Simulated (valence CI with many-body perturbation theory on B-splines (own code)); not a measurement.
# Energy levels of Sm¹³⁺

Method: valence CI with perturbative core correlation (CI+MBPT): three valence electrons over a frozen Dirac-Fock core [Kr] 4d10, radial functions for each j: 8 s, 8 p, 9 d, 9 f, 6 g, 3 h, 2 i, with the one-electron correlation potential Σ1, the two-electron term Σ2, the three-electron term Σ3, Breit, model QED; selected CI, second order for the rest (own B-spline code, finite nucleus).

No measured levels were compared; by estimate terms of the open shell hold to a few per cent of their energy, and close levels can change places; configurations with another count of f electrons can be misplaced by thousands of cm⁻¹. Core correlation moves these levels by up to 57000 cm⁻¹, and in measured spectra 5 to 20 % of such shifts remained as error; rates that hang on mixing are uncertain with them.

Levels 1 to 45 of 61, with energies above the lowest level, 4f 5s2 2F°_5/2. "Leading %" is the weight of the configuration and term that name the level; weights of strongly mixed levels are sums over their largest components and can fall short. Lifetimes count E1, E2, E3, M1 and M2 decay at the calculated energies, and are blank where another channel may lead or the interval is too uncertain; long ones can be off by a factor of two.

| No. | Configuration | Term | J | E (eV) | Leading % | Lifetime | g |
| --- | --- | --- | --- | --- | --- | --- | --- |
| 1 | 4f 5s2 | 2F° | 5/2 | 0.000 | 98 |  | 0.855 |
| 2 | 4f 5s2 | 2F° | 7/2 | 0.768 | 98 | 363 ms | 1.142 |
| 3 | 4f2 5s | 4H | 7/2 | 2.603 | 97 | 84.3 ms | 0.671 |
| 4 | 4f2 5s | 4H | 9/2 | 2.884 | 93 | 95.9 ms | 0.969 |
| 5 | 4f2 5s | 4H | 11/2 | 3.306 | 97 | 559 ms | 1.131 |
| 6 | 4f2 5s | 4F | 3/2 | 3.710 | 97 | 5.44 ms | 0.408 |
| 7 | 4f2 5s | 4H | 13/2 | 3.781 | 99 | 585 ms | 1.229 |
| 8 | 4f2 5s | 4F | 5/2 | 3.895 | 96 | 8.11 ms | 1.027 |
| 9 | 4f2 5s | 4F | 7/2 | 4.149 | 96 | 8.21 ms | 1.223 |
| 10 | 4f2 5s | 2H | 9/2 | 4.174 | 43 | 2.08 ms | 1.083 |
| 11 | 4f2 5s | 4F | 9/2 | 4.400 | 49 | 6.37 ms | 1.124 |
| 12 | 4f2 5s | 2G | 7/2 | 4.925 | 80 | 385 μs | 0.928 |
| 13 | 4f2 5s | 2H | 11/2 | 5.068 | 96 | 203 ms | 1.089 |
| 14 | 4f2 5s | 2F | 5/2 | 5.280 | 93 | 291 μs | 0.875 |
| 15 | 4f2 5s | 2G | 9/2 | 5.282 | 74 | 361 μs | 1.142 |
| 16 | 4f2 5s | 2F | 7/2 | 5.971 | 84 | 348 μs | 1.109 |
| 17 | 4f2 5s | 2D | 5/2 | 6.824 | 73 | 263 μs | 1.267 |
| 18 | 4f2 5s | 2D | 3/2 | 6.892 | 88 | 104 μs | 0.868 |
| 19 | 4f2 5s | 4P | 1/2 | 7.334 | 98 | 2.18 s | 2.655 |
| 20 | 4f2 5s | 4P | 3/2 | 7.533 | 93 | 1.19 ms | 1.673 |
| 21 | 4f2 5s | 2I | 13/2 | 7.786 | 99 | 114 ms | 1.077 |
| 22 | 4f2 5s | 2I | 11/2 | 7.795 | 99 | 123 ms | 0.923 |
| 23 | 4f2 5s | 4P | 5/2 | 7.878 | 78 | 535 μs | 1.513 |
| 24 | 4f2 5s | 2P | 1/2 | 8.757 | 98 | 295 ms | 0.683 |
| 25 | 4f2 5s | 2P | 3/2 | 9.061 | 95 | 786 μs | 1.313 |
| 26 | 4f3 | 4I° | 9/2 | 9.809 | 96 | 146 μs | 0.733 |
| 27 | 4f3 | 4I° | 11/2 | 10.231 | 99 | 204 μs | 0.965 |
| 28 | 4f3 | 4I° | 13/2 | 10.668 | 99 | 285 μs | 1.106 |
| 29 | 4f3 | 4I° | 15/2 | 11.114 | 98 | 363 μs | 1.197 |
| 30 | 4f3 | 4F° | 3/2 | 12.162 | 92 | 18.1 μs | 0.437 |
| 31 | 4f3 | 2H° | 9/2 | 12.262 | 66 | 18.4 μs | 0.983 |
| 32 | 4f3 | 4F° | 5/2 | 12.402 | 97 | 22.7 μs | 1.032 |
| 33 | 4f3 | 4F° | 7/2 | 12.598 | 88 | 22.4 μs | 1.197 |
| 34 | 4f3 | 4S° | 3/2 | 12.608 | 92 | 15.3 μs | 1.940 |
| 35 | 4f3 | 4F° | 9/2 | 12.858 | 76 | 22.0 μs | 1.242 |
| 36 | 4f3 | 2H° | 11/2 | 12.986 | 94 | 16.6 μs | 1.097 |
| 37 | 4f3 | 2G° | 7/2 | 13.293 | 67 | 18.0 μs | 0.945 |
| 38 | 4f3 | 4G° | 5/2 | 13.380 | 98 | 16.0 μs | 0.575 |
| 39 | 4f3 | 2K° | 13/2 | 13.633 | 98 | 53.1 μs | 0.935 |
| 40 | 4f2 5s | 2S | 1/2 | 13.693 | 98 | 9.94 ms | 1.998 |
| 41 | 4f3 | 4G° | 7/2 | 13.751 | 76 | 19.8 μs | 0.967 |
| 42 | 4f3 | 4G° | 9/2 | 13.850 | 56 | 16.1 μs | 1.142 |
| 43 | 4f3 | 2K° | 15/2 | 14.072 | 93 | 116 μs | 1.061 |
| 44 | 4f3 | 2D° | 3/2 | 14.082 | 49 | 7.05 μs | 1.054 |
| 45 | 4f3 | 2G° | 9/2 | 14.143 | 47 | 17.8 μs | 1.145 |

Names give the largest LS component (configuration and term), which can be under half, so a name can repeat, a term be missing and a line seem to break the LS rules; names also repeat where a configuration has a term twice.

Where two levels of one J and parity lie close, their mixing, g and order are uncertain.

The ionisation energy to 4f2 3H_4 of the next ion comes out as 254.6 eV (NIST: 257 ± 12 eV (theoretical)). All 61 levels together are meant to be complete up to 17.560 eV.
